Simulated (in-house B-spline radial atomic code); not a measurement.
Relativistic effects in the titanium ion Ti²⁺, [Ar] 3d2: non-relativistic Hartree-Fock (point nucleus) against Dirac-Hartree-Fock (Fermi nucleus of rms radius 3.5921 fm), both averages of the configuration, computed with a radial B-spline atomic code at the basis-set limit.

```tsv
orbital	ε NR (Eh)	ε Dirac (Eh)	<r> NR (bohr)	<r> Dirac (bohr)	change of <r> (%)
1s1/2	-183.87	?	0.07012	?	?
2s1/2	-22.012	-22.247	0.3251	0.3223	-0.9
2p1/2	-18.384	-18.56	0.2896	0.2868	-0.9
2p3/2	-18.384	-18.343	0.2896	0.2894	0.0
3s1/2	-3.4533	-3.4881	1.014	1.007	-0.7
3p1/2	-2.3806	-2.4027	1.089	1.082	-0.7
3p3/2	-2.3806	?	1.089	?	?
3d3/2	-0.98784	-0.98241	1.402	1.407	+0.4
3d5/2	-0.98784	-0.98091	1.402	1.411	+0.6
```

(1) What happens to 3p3/2?

(2) What happens to 1s1/2?

(3) What explains the pattern of contraction and expansion?

(4) By how much does the total energy change?

Answers

(1) Its energy goes to -2.3766 hartree and <r> to 1.089 bohr (+0.02 %).

(2) Its energy goes to -185.07 hartree and <r> to 0.06953 bohr (-0.84 %).

(3) Expansion is seen in 3d3/2, 3d5/2. The s and p1/2 orbitals contract directly, screen the nucleus better, and so push out orbitals that have little density near the nucleus; spin-orbit coupling adds to this for j = l + 1/2 and opposes it for j = l - 1/2.

(4) By -4.4452 hartree, from -847.693 to -852.138.
